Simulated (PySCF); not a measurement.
B(CCH)(Me)2 (C4H7B), SMILES CB(C#C)C. Heavy atoms are numbered as in [B:1]([C:2]#[CH:3])([CH3:5])[CH3:9]. Hydrogens are named by the atom that carries them.

Geometry optimised at B3LYP-D3(BJ)/def2-SVP.

Level of theory: PBE/pcSseg-1 (PySCF).

GIAO shieldings, no solvent; atoms alike by connectivity are averaged. δ = σ(ref) − σ: ¹¹B against BF3 (σ = 83.9 ppm); ¹³C against TMS (σ = 182.0 ppm); ¹H against TMS (σ = 31.49 ppm), references at their B3LYP-D3(BJ)/def2-TZVP geometries, non-relativistic.

```csv
atoms,nucleus,count,δ (ppm)
B1,¹¹B,1,(withheld)
C3 (CH),¹³C,1,(withheld)
C2,¹³C,1,103.2
C5 (CH3),¹³C,2,21.1
H on C3,¹H,1,4.57
H on C5,¹H,6,(withheld)
```

Complete the blanks. (An estimate is asked for; the answer gives what the named calculation found.)


- H on C5, δ (ppm): 1.38
- C3 (CH), δ (ppm): 122.7
- B1, δ (ppm): 61.7
